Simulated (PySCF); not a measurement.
C3H9FOSi, SMILES FC(C)([SiH2]O)C.

Coordinates come from a r2SCAN-D4/def2-SVP optimisation. This is a generated structure with no PubChem entry under its InChIKey; it may be hypothetical. One conformer was computed; it need not be the lowest.

Calculation: M06-2X/def2-TZVP run with PySCF.

Isolated molecule, no solvent.

- total energy = -584.32761 hartree
- highest occupied level = -9.30 eV
- lowest empty level = 0.99 eV
- orbital gap = 10.29 eV
- dipole moment = 1.83 D
- quadrupole, principal values (traceless, Buckingham form, about the centre of nuclear charge) = -6.18, 2.13, 4.05 D·Å
- mean static polarisability = 65.2 bohr³ (9.67 Å³)
- polarisability, principal values = 60.8, 65.2, 69.8 bohr³
